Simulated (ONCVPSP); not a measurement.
## Configuration tests for S (ONCV)

```
Element                 : sulfur (S)
Generator               : ONCVPSP 4.0.1
Type                    : optimised norm-conserving Vanderbilt (ONCV)
Functional              : LDA (Perdew-Zunger)
Relativity              : scalar-relativistic
Frozen core             : [He]
Valence charge          : 14
Reference configuration : 2s2 2p6 3s2 3p1 (charge +3)
Partial waves           : 2s+3s: rc 0.75 bohr, ncon 4, nbas 7, qcut 19 1/bohr, 3 projectors, debl 1.6 Ha; 2p+3p: rc 0.85 bohr, ncon 5, nbas 9, qcut 16.8 1/bohr, 2 projectors
Local potential         : polynomial inside 0.55 bohr (lpopt 3, dvloc0 0 Ha)
Core correction         : Teter function, fcfact 3.25, rcfact 1.1
```

In the s channel the program set the typed energies aside and used -9.276, -1.921, 0.250 Ha.

Energies are relative to the spin-unpolarised reference configuration 2s2 2p6 3s2 3p1; without spin polarisation the order of configurations can differ from experiment.

```csv
valence configuration,charge,ΔE all-electron (eV),error AE − PS (meV)
2s2 2p6 3s2 3p4,0,-68.394,+11
2s2 2p6 3s2 3p3,+1,-56.531,+7.9
```

Question: What are ΔE and the potential's error for 2s2 2p6 3s2 3p2?

Answer: ΔE = -34.158 eV all-electron; the error (AE − PS) is +3.2 meV.

Question: What are ΔE and the potential's error for 2s2 2p6 3s0 3p6?

Answer: ΔE = -47.787 eV all-electron; the error (AE − PS) is +30 meV.
